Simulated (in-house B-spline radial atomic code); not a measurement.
Results of a calculation; reference values are marked as such.
Building a PAW s channel for As, r_c = 2.01 bohr

As, [Ar] 3d10 4s2 4p3, non-relativistic LDA (VWN5), spherical and spin-unpolarised, from an all-electron radial atomic-structure program (B-spline basis) (atomic units; all potentials screened as in the neutral atom).

Two all-electron partial waves φ1, φ2 are integrated outwards at E1 = ε(4s) = -0.523669 and E2 = E1 + 0.5 hartree; φ1 is the bound orbital and φ2 has unit norm inside r_c = 2.0076 bohr. Smooth partners are polynomials, r^1(a0 + a1 r² + a2 r⁴ + a3 r⁶), matched to φ and three derivatives at r_c, with no condition on the norm. The local potential is -5.67946 + (3.30849) r² + (-0.829465) r⁴ + (0.0774779) r⁶ inside 1.6437 bohr and the all-electron one outside.

```
wave     φ(r_c)     φ'(r_c)         a0          a1           a2            a3
   1  0.7322118  -0.2876852  0.8041676   -0.130475  0.003669164   0.000409642
   2   0.616422   -1.270744   1.433164  -0.3601704   0.01931831  0.0001787987
```

Inside r_c the overlaps are <φi φj> = [[0.58181, 0.75312], [0.75312, 1.00000]] and, for the smooth waves, [[0.77263, 1.07586], [1.07586, 1.54504]]. With χj = (Ej − T − V_local) applied to smooth wave j, the program's quadrature gives the matrix B_ij = <smooth i, χj> as [[0.93988, 1.66884], [1.50747, 2.68342]].

Question: Check the match of the first wave, and find the augmentation charges q_ij.

Answer: At r_c the four terms are 1.61445, -1.05574, 0.11966, 0.05384, which sum to 0.7322, φ1(r_c) to rounding. q_ij is the all-electron overlap less the smooth one: [[-0.19081, -0.32274], [-0.32274, -0.54504]]. The smooth first wave has a norm of 0.7726 inside r_c against 0.5818, so q11 is negative and must stay small enough for the overlap operator to be positive.

Question: B isn't symmetric. Show that D_ij = B_ij + Ej q_ij is.

Answer: Integrating by parts gives B12 − B21 = (E1 − E2) q12: 1.66884 − (1.50747) = 0.16137, and −0.5 × (-0.32274) = 0.16137. So D12 = 1.66884 + (-0.023669)(-0.32274) = 1.67648 and D21 = 1.50747 + (-0.523669)(-0.32274) = 1.67648; D11 = 1.03980, D22 = 2.69632. The projectors, p = (B⁻¹)ᵀ χ, are dual to the smooth waves; det B = 0.0064, small beside B11 B22, as the two smooth waves look alike inside r_c.

Solving (T + V_local + Σ p D p) ψ = E (1 + Σ p q p) ψ in a sphere of 9 bohr gives these levels:

```json
{"all-electron": "-0.523667", "one projector": "-0.523667", "two projectors": "-0.523667"}
{"all-electron": "0.019208", "one projector": "0.016989", "two projectors": "0.019208"}
{"all-electron": "0.311710", "one projector": "0.300413", "two projectors": "0.311707"}
{"all-electron": "0.769242", "one projector": "0.707818", "two projectors": "0.769195"}
{"all-electron": "1.378030", "one projector": "1.099920", "two projectors": "1.377600"}
```

Question: What does the second projector gain?

Answer: With one projector the errors are 0.00, -2.22, -11.30, -61.42 millihartree, and the level at 1.0999 is out of step with the all-electron series: an extra state, or one far too low, so the pairing ends there. With two the errors are 0.00, 0.00, 0.00, -0.05, -0.43 millihartree. The scattering is exact at E1 and at E2 = -0.024, and over all levels compared the largest error is 0.43 millihartree. The lowest eigenvalue of the overlap operator is 0.5214 with one and 0.08172 with two projectors, close enough to zero to make that set ill-conditioned. The smooth orbital alone needs a cutoff of 3.7 hartree for 1 millihartree of kinetic energy, against 14.6 for a norm-conserving Troullier-Martins orbital of the same radius; part of the gain comes from giving up the norm, part from the simpler form.
